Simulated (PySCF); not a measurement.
Tellurium: a sound run and one with changed settings

Sound run: Te⁺ [Kr] 4d10 5s2 5p3, Te²⁺ [Kr] 4d10 5s2 5p2. Computed with PySCF 2.14 in cc-pVTZ-PP with ECP28MDF, with a scalar-relativistic core potential. In the sound run the correlated levels freeze 4s2 4p6 4d10 outside the core potential. The sound run starts from symmetry-adapted Hartree-Fock orbitals and uses a fine grid where one is needed.

A second run was set up differently.

```
species   method  sound run (hartree)  changed run (hartree)  converged
    Te⁺      MP2           -266.78427             -266.73506        yes
    Te⁺  CCSD(T)           -266.79936             -266.73928        yes
   Te²⁺      MP2           -266.09406             -266.05134        yes
   Te²⁺  CCSD(T)           -266.10883             -266.05297        yes
```

Ionisation energy of Te⁺:

```tsv
method	sound run (eV)	changed run (eV)
UHF	18.356	18.356
MP2	18.782	18.605
SCS-MP2	18.657	18.439
CCSD	18.764	18.671
CCSD(T)	18.790	18.675
```

Task: What was changed?
A. a valence shell is frozen
B. all electrons correlated in a valence basis
C. level shift left on
D. basis contracted for another Hamiltonian

Result: A. Freezing a valence shell removes pair correlation that changes on ionisation.
